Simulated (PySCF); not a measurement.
Identify the unknown among the candidates.

All candidates are C4H9BN2.

| technique | computed result |
| --- | --- |
| 1H NMR | chemical shifts (computed TMS as zero) by class: 3.13 (2 H), 2.24 (1 H), 2.02 (2 H), 1.89 (1 H), 1.04 (3 H) ppm [GIAO CAM-B3LYP/pcSseg-1] |
| Triplet | lowest triplet excitation (Tamm–Dancoff): 4.97 eV [TDA wB97X-D/def2-SVPD] |
| Polarisability | 78.9 au [wB97X-D/def2-SVPD] |
| NMR, other nuclei | isotropic shieldings of nuclei other than C and H, by class: 78 (1 B), 167 (1 N), 199 (1 N) ppm [GIAO CAM-B3LYP/pcSseg-1] |
| 13C NMR | chemical shifts (computed TMS as zero) by class: 97.1 (1 C), 91.4 (1 C), 41.2 (1 C), 22.1 (1 C) ppm [GIAO CAM-B3LYP/pcSseg-1] |
| Dipole | 1.25 D [wB97X-D/def2-SVPD] |
| Valence photoelectron | vertical ionisation energy: 8.68 eV [ΔSCF wB97X-D/def2-SVPD] |
| UV, first state | lowest singlet excitation: 5.92 eV (210 nm, f = 0.000) [TDDFT wB97X-D/def2-SVPD] |
| Rotational structure | rotational constants A, B, C: 3.364, 1.780, 1.258 GHz [PBE0-D3(BJ)/def2-SVP] |
| Couplings | largest of the computed one-bond spin–spin couplings (means over like bonds): 13C–1H +259.2, 13C–13C +161.3, 13C–1H +139.2 (×2), 13C–1H +131.8 (×3), 13C–11B +107.1, 15N–1H -87.6 (×2), 15N–1H -81.4, 13C–13C +38.4 Hz [B3LYP/pcJ-1, spin–dipole term left out for some pairs] |

Gas-phase values; electronic properties from PySCF, density fitting. Levels stand in brackets. The structure is a single PBE0-D3(BJ)/def2-SVP conformer in the gas phase; no vibrational or solvent corrections. NMR values are class means; diastereotopic atoms form classes of their own.

Question: Which candidate is it?
A. `C#CB(N)NCC`
B. `C=C[B@H-](C#N)[NH2+]C`
C. `C#CB(N)N(C)C`

Answer: A. It is `C#CB(N)NCC`. Numbering: `[CH:1]#[C:2][B:3]([NH2:4])[NH:5][CH2:6][CH3:7]`. 4 carbons fall into 4 classes; from least to most shielded: terminal alkyne carbon [C1] (97.1 ppm), alkyne carbon [C2] (91.4 ppm), sp3 carbon bound to nitrogen [C6] (41.2 ppm), methyl carbon [C7] (22.1 ppm). Hydrogen classes from least to most shielded: 2 H on an sp3 carbon bound to nitrogen, C6 (3.13 ppm, a mean of values up to 0.7 ppm apart in this geometry), 1 H on a terminal alkyne carbon, C1 (2.24 ppm), 2 H on a boron-bound nitrogen, N4 (2.02 ppm), 1 H on a boron-bound nitrogen, N5 (1.89 ppm), 3 H on a methyl carbon, C7 (1.04 ppm). The other shieldings belong to: 78 ppm, three-coordinate boron [B3]; 167 ppm, boron-bound nitrogen [N5]; 199 ppm, boron-bound nitrogen [N4]. The couplings run between: +259.2 Hz, terminal alkyne carbon [C1] and its hydrogen; +161.3 Hz, terminal alkyne carbon [C1] and alkyne carbon [C2]; +139.2 Hz, sp3 carbon bound to nitrogen [C6] and its hydrogen (with 1 like pair); +131.8 Hz, methyl carbon [C7] and its hydrogen (with 2 like pairs); +107.1 Hz, alkyne carbon [C2] and three-coordinate boron [B3]; -87.6 Hz, boron-bound nitrogen [N4] and its hydrogen (with 1 like pair); -81.4 Hz, boron-bound nitrogen [N5] and its hydrogen; +38.4 Hz, sp3 carbon bound to nitrogen [C6] and methyl carbon [C7]. The first electron is taken from the HOMO, whose largest Löwdin shares are 0.43 on a boron-bound nitrogen, 0.24 on a boron-bound nitrogen, 0.08 on the sp3 carbon bound to nitrogen and 0.07 on the three-coordinate boron. The optimised geometry has point group C1 and is an asymmetric top.

The others, at the same levels:
- `C=C[B@H-](C#N)[NH2+]C` fails: its computed 13C shifts are 162.1 (1 C), 135.5 (1 C), 119.5 (1 C), 31.9 (1 C) ppm, 1H shifts are 6.65 (1 H), 5.34 (1 H), 4.59 (1 H), 2.88 (3 H), 2.76 (1 H), 2.55 (1 H), 2.52 (1 H) ppm and lowest singlet excitation is 6.47 eV (192 nm, f = 0.015) (against 5.92 eV).
- `C#CB(N)N(C)C` fails: it has 3 carbon classes against 4; its computed 13C shifts are 97.0 (1 C), 92.7 (1 C), 38.8 (2 C) ppm, 1H shifts are 2.66 (6 H), 2.27 (1 H), 2.24 (2 H) ppm and vertical ionisation energy is 8.34 eV (against 8.68 eV).

Each candidate is one conformer, not necessarily the lowest. Dipoles, sizes and rotational constants follow the conformer. The torsions of the flexible species, by atom-mapped SMILES:
- `[CH:1]#[C:2][B:3]([NH2:4])[NH:5][CH2:6][CH3:7]`: C2–B3–N5–C6 -3°, B3–N5–C6–C7 -108°, H–N4–B3–C2 -2°, H–N4–B3–C2 -179°
- `[CH2:1]=[CH:2][B@H-:3]([C:4]#[N:5])[NH2+:6][CH3:7]`: C1–C2–B3–C4 120°, C2–B3–N6–C7 -179°
- `[CH:1]#[C:2][B:3]([NH2:4])[N:5]([CH3:6])[CH3:7]`: C2–B3–N5–C6 -4°, H–N4–B3–C2 176°, H–N4–B3–C2 -1°
